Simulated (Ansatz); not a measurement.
Geometry optimisation, RKS B3LYP-D4/def2-mTZVP (Ansatz).

Input:

```yaml
crystal:
  periodic: [false, false, false]
  atoms:
    - { symbol: C, position_ang: [-2.2404, -0.1073, -0.2321] }
    - { symbol: O, position_ang: [-1.5274, -0.4821, 0.8559] }
    - { symbol: Al, position_ang: [0.2356, -0.5216, 0.3696] }
    - { symbol: "N", position_ang: [1.0986, -2.1063, -0.3523] }
    - { symbol: Ge, position_ang: [1.6475, 1.4649, 0.6279] }
    - { symbol: H, position_ang: [-2.0121, 0.984, -0.5622] }
    - { symbol: H, position_ang: [-3.3295, -0.0395, 0.061] }
    - { symbol: H, position_ang: [-2.1573, -0.7585, -1.1002] }
    - { symbol: H, position_ang: [0.5236, -2.2884, -1.2011] }
    - { symbol: H, position_ang: [2.0163, -1.8928, -0.574] }
    - { symbol: H, position_ang: [1.6666, 1.8854, 2.1604] }
    - { symbol: H, position_ang: [3.105, 1.1769, 0.1763] }
    - { symbol: H, position_ang: [0.9941, 2.6505, -0.2145] }
basis:
  gaussian: { orbitals: def2-mTZVP }
hamiltonian:
  xc: b3lyp
  dispersion: d4
relax:
  f_tol: 0.015
  max_steps: 40
```

Command:

```bash
$ ansatz run input.yaml --threads 2 --pin off --max-ram 3072MiB --backend cpu --events-out ev --progress --plain --runs-dir out
```

Question: Where does it end, and by what steps?

Answer: The run converged. The force dipped under the threshold on the way, but the program's further checks kept it going. After 29 steps the energy has fallen by 1.310 eV; O2 moved furthest, 1.24 Å.

```tsv
step	energy less start (eV)	largest force component (eV/Å)	accepted
0	0.0000	4.476	yes
2	-0.9559	2.042	yes
4	-1.1809	0.359	yes
6	-1.2246	0.357	yes
8	-1.2461	0.109	yes
10	-1.2553	0.127	yes
12	-1.2731	0.546	yes
14	-1.3001	0.158	yes
16	-1.3077	0.008	yes
18	-1.3079	0.039	no
20	-1.3086	0.019	yes
22	-1.3088	0.020	yes
24	-1.3091	0.021	yes
26	-1.3093	0.033	yes
28	-1.3095	0.014	yes
29	-1.3095	0.010	yes
```

```xyz
13
Properties=species:S:1:pos:R:3
C -2.371 0.131 -0.194
O -1.285 -0.756 -0.327
Al 0.396 -0.643 -0.133
N 1.340 -2.109 -0.432
Ge 1.479 1.470 0.538
H -2.058 1.138 0.105
H -3.071 -0.243 0.559
H -2.908 0.213 -1.143
H 0.951 -3.001 -0.707
H 2.346 -2.173 -0.353
H 1.030 1.942 1.940
H 3.021 1.363 0.586
H 1.152 2.634 -0.426
```

Time of the run: 3.1 min on 2 threads of Arm Neoverse V1, on a shared host, peak memory 0.43 GiB.
